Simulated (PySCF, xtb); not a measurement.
Pb(H)(SiH3) (H4PbSi), SMILES [PbH][SiH3] (connectivity only; charge and spin as stated), neutral, multiplicity 1.

xtb with GFN2-xTB at its own geometry gives an orbital gap of 1.66 eV and a dipole moment of 4.28 D.

The structure is a stationary point at B3LYP-D3(BJ)/def2-TZVP. The def2 effective core potentials stand for the cores of Pb; spin–orbit coupling is left out.

Question: What does PBE0/def2-TZVPD (PySCF) give? (Estimate from the structure and the level; the computed values follow.)

Answer: gap 3.31 eV (levels -6.38 and -3.07 eV), dipole 1.91 D.
